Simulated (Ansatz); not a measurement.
The cluster Ga₂P₂⁻. Total charge -1; doublet. Geometry r2SCAN-D4/def2-SVPD; atoms count from 1.

```xyz
4

Ga    0.5289   -0.5547   -0.0362
Ga   -1.4927    1.6055    0.1481
P     0.7917   -1.9060   -1.7105
P     0.1721    0.8552    1.5986
```

Another isomer (doublet) lies 0.40 eV lower at PBE0-D4/def2-TZVPD; other spin states weren't run for this one.

(1) Estimate the Mulliken populations from the PBE0/def2-TZVPD orbitals of Ansatz.

(2) Where does the spin sit?

(3) And the Mayer bond orders between bonded heavy atoms (over 0.3)?

## Answers

(1) 
```json
{"atom": "Ga1", "charge (e)": "-0.08", "spin (α − β)": "-0.02"}
{"atom": "Ga2", "charge (e)": "-0.16", "spin (α − β)": "-0.01"}
{"atom": "P3", "charge (e)": "-0.34", "spin (α − β)": "0.92"}
{"atom": "P4", "charge (e)": "-0.41", "spin (α − β)": "0.11"}
```
Mulliken values and Mayer orders depend strongly on the basis. With diffuse functions, as here, like atoms can get unlike values, and bond orders can come out too low or too high.

(2) Summed by element: Ga -0.03, P 1.03, of 1 unpaired in all. Largest on single atoms: P3 0.92, P4 0.11, Ga1 -0.02.

(3) Ga1–Ga2 0.40 (2.96 Å); Ga1–P3 1.75 (2.17 Å); Ga1–P4 1.50 (2.19 Å); Ga2–P4 1.15 (2.33 Å).
